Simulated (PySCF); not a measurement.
Shapes and spin states of FeI₂

All numbers come from B3LYP/[Fe def2-SVP, I def2-SVP with ECP28], scalar-relativistic core potentials, density fitting, no spin–orbit coupling, PySCF.

Relaxations began from a few typed shapes and spin states; open shells are unrestricted. The search is not exhaustive: other isomers or separated fragments can lie lower, and high-lying points may rest on an excited occupation.

(1) Which is the lowest minimum found?
A. broken-symmetry Ms = 1 (⟨S²⟩ 3.00) D∞h: Fe–I 2.484 Å (×2); I–Fe–I 180.0°
B. quintet D∞h: Fe–I 2.504 Å (×2); I–Fe–I 180.0°
C. singlet (closed shell, unstable to spin polarisation) C2v: Fe–I 2.460 Å (×2); I–Fe–I 165.3°
D. quintet D∞h: Fe–I 2.504 Å (×2); I–Fe–I 180.0°
E. singlet (closed shell, unstable to spin polarisation) D∞h: Fe–I 2.460 Å (×2); I–Fe–I 180.0°
F. broken-symmetry Ms = 1 (⟨S²⟩ 3.00) D∞h: Fe–I 2.486 Å (×2); I–Fe–I 180.0°

## Answers

(1) B. The others lie at 0.2 (quintet D∞h), 120.5 (broken-symmetry Ms = 1 D∞h), 128.0 (broken-symmetry Ms = 1 D∞h), 314.0 (singlet D∞h), 314.1 (singlet C2v) kJ/mol above it.

Formally Fe is in oxidation state +2, d6, with 4 unpaired electrons (the high-spin count). The Mulliken spin on Fe is 3.86. The polar-tensor charge on Fe, 1.17, is far below the formal one.

For the lowest minimum: other spin states or occupations of the open shell can lie lower. Spin–orbit coupling, left out here, can matter for elements this heavy.

The electron or spin density has lower symmetry than the nuclear frame for the broken-symmetry Ms = 1 (⟨S²⟩ 3.00) D∞h at 120.5 kJ/mol, broken-symmetry Ms = 1 (⟨S²⟩ 3.00) D∞h at 128.0 kJ/mol, singlet (closed shell, unstable to spin polarisation) D∞h at 314.0 kJ/mol.
